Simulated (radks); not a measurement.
Q: Coulomb parameter of the 4d shell of the palladium ion Pd3+ in the model configuration [Kr] 4d6 5p1, as a second difference U = [E(n + 0.25) + E(n - 0.25) - 2 E(n)] / (0.25)^2 with all orbitals relaxed. "Bare": the charge of the atom changes with n. "Screened": the 5p shell takes up the change at fixed total charge, which measures U(4d,4d) + U(5p,5p) - 2 U(4d,5p). Calculated with a radial shooting solver on a logarithmic mesh with Libxc functionals: scalar-relativistic Kohn-Sham, LDA (Slater exchange, Perdew-Wang correlation), spin-unpolarised, spherical densities, finite nucleus; Fermi nuclear charge, rms radius 4.5318 fm. Estimate both.

A: U(bare) = 15.244 eV, U(screened by 5p) = 3.221 eV, against the Slater integral F0(4d,4d) = 19.409 eV with frozen orbitals.
